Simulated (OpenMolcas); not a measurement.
**Levels of Ce3+ by method**

```
Program             : OpenMolcas
Basis               : ANO-R2 [8s6p5d2f1g]
Scalar Hamiltonian  : X2C, finite nucleus
Active space        : 1 electron in 12 orbitals (RAS2 4f; RAS3 5d, at most 1 electron)
State averaging     : 2S+1 = 2 odd, 7 roots; 2S+1 = 2 even, 5 roots
Spin-orbit coupling : state interaction with AMFI integrals over the reference wave functions, term energies averaged over their components
```

Methods on the same reference wave functions:
A. RASSCF
B. SS-RASPT2, IPEA 0.25 Eh, imaginary shift 0.1 Eh (closed shells correlated: 5s 5p)

Energies in cm⁻¹ above 4f ²F°_5/2, the measured ground level; measured values from Martin, Zalubas and Hagan, Atomic Energy Levels: The Rare-Earth Elements, NSRDS-NBS 60 (1978).

```json
{"Level": "4f ²F°_5/2", "A": "0.0", "B": "0.0", "Measured": "0.0"}
{"Level": "4f ²F°_7/2", "A": "2432", "B": "2430", "Measured": "2253"}
{"Level": "5d ²D_3/2", "A": "44415", "B": "45040", "Measured": "49737"}
{"Level": "5d ²D_5/2", "A": "46785", "B": "47410", "Measured": "52226"}
```

Deviations, from unrounded energies. A percentage is the sum of absolute deviations over the sum of measured energies, with the sign that they share, or ± where signs differ.

```json
{"Against measurement": "mean absolute deviation (cm-1)", "Levels": "3", "A": "3600", "B": "3200"}
{"Against measurement": "fine structure of the ground term (%)", "Levels": "1", "A": "+8.0", "B": "+8.0"}
{"Against measurement": "other configurations (%)", "Levels": "2", "A": "-10.6", "B": "-9.3"}
```

B lies closest to measurement on these levels. The largest miss of B in the table is 5d ²D_5/2, by -4800 cm-1. The ranking rests on the paired levels alone, and a cruder setting can come out closer through cancelling errors.

The lowest spin-free term lies below A's lowest term by 0.180 hartree in B.

CASPT2 breaks the degeneracy within a term, and the mean is taken; among the terms shown or strongly mixed into the levels shown the widest spread is 240 cm-1 (4f ²F°, B). With one active electron the reference holds no correlation, so core polarisation is missing (holds for A). With one active electron, CASPT2 adds the correlation within the correlated inactive shells and between them and that electron, and leaves the splitting within a term as the reference gives it (holds for B). Computed and measured levels are paired by configuration, term and J; levels that our copy of the source lacks, or whose pairing is in doubt (as where it misses far off the trend of its configuration), stay unpaired and out of the deviations. Only configurations of the active space appear.

° marks odd parity.
